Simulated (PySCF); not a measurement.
Geometries of 2 isomers of C2H5NSi, from PySCF 2.14.0, PBE0-D3(BJ)/def2-SVP geometry optimisation, gas phase. One conformer each, no zero-point energy, no frequencies.

Question: Which isomer lies lower at this level?
A.
```xyz
9
angstrom
C      2.440   -0.119   -0.122
C      1.253    0.154   -0.153
Si    -0.561    0.505   -0.183
N     -1.576   -0.877    0.018
H      3.489   -0.352   -0.096
H     -0.871    1.118   -1.505
H     -0.844    1.456    0.930
H     -1.623   -1.559   -0.731
H     -1.592   -1.344    0.919
```
B.
```xyz
9
angstrom
C     -1.244    0.441    0.009
Si     0.318   -0.582   -0.038
C      1.787    0.556    0.114
N      2.688    1.280    0.209
H     -1.317    0.997    0.955
H     -2.126   -0.212   -0.080
H     -1.261    1.163   -0.821
H      0.484   -1.313   -1.325
H      0.408   -1.539    1.100
```

Answer: B. That is `C[SiH2]C#N`, 24.2 kcal/mol below the other.

```
    SMILES      atoms numbered as above      E (Eh)  relative (kcal/mol)  relative (kJ/mol)  dipole (D)
C[SiH2]C#N   [CH3:1][SiH2:2][C:3]#[N:4]  -422.98821                  0.0                0.0        3.82
C#C[SiH2]N  [CH:1]#[C:2][SiH2:3][NH2:4]  -422.94971                 24.2              101.1        1.57
```

As drawn, the lower has a C≡N group, which the higher lacks; the higher has a C≡C bond and an N–H bond, which the lower lacks.
